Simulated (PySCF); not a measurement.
Computed IR spectrum (relative IR intensity) of a molecule CH₅NO₂SW, multiplicity 1. The structure is a stationary point at r2SCAN-D4/def2-SVP. The multiplicity is an assumed one; other spin states were not compared. The def2 effective core potentials stand for the cores of W; spin–orbit coupling is left out. The values are those of a single conformer. Calculation: r2SCAN-D4/def2-SVP run with PySCF 2.14.0. Frequencies are harmonic and unscaled.

ν (cm⁻¹): 94 (vw), 199 (vw), 245 (m), 251 (m), 321 (m), 351 (m), 530 (m), 599 (s), 602 (s), 659 (m), 716 (m), 729 (m), 1351 (s), 1445 (w), 2990 (m), 3085 (vw), 3096 (vw), 3868 (vs), 3871 (s) (against the strongest line: vs over 80 %, s over 45 %, m over 15 %, w over 4 %, vw less)

Q: Which molecule gave these data?
(A) C[O][W](=[NH])(=[O])[SH]
(B) C[N]=[W]([OH])([OH])=[S]
(C) C[O][W](=[NH])([OH])=[S]

A: B, C[N]=[W]([OH])([OH])=[S]
